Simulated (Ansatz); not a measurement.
System: sum formula H2BO3 (charge 0, doublet). It need not be the lowest isomer of its formula. 
Structure (B3LYP-D3(BJ)/def2-TZVP (Ansatz, a program for electronic structure) minimum search):
SMILES: [O]B(O)O
```xyz
6

O     -1.2087    -0.7639    -0.0299
B     -0.0439    -0.0278    -0.0011
O     -0.1959     1.3238     0.1329
O      1.1160    -0.7423    -0.1102
H      0.5997     1.8507     0.0223
H      1.9287    -0.2527     0.0402
```
Charge 0, spin multiplicity 2.

Basis-set convergence of Hartree-Fock and CCSD correlation energies (hartree) with Ansatz. Valence correlation only, unless marked. Open shells are spin-unrestricted. Spin-orbit coupling is left out. No relativistic terms.

```
basis    functions       E(HF)  E(corr, CCSD)
-------  ---------  ----------  -------------
cc-pVDZ         66  -250.56779       -0.61141
cc-pVTZ        148           …              …
```

Question: What belongs in the gaps?

Answer: 
- cc-pVTZ, E(HF): -250.65307
- cc-pVTZ, E(corr, CCSD): -0.77321
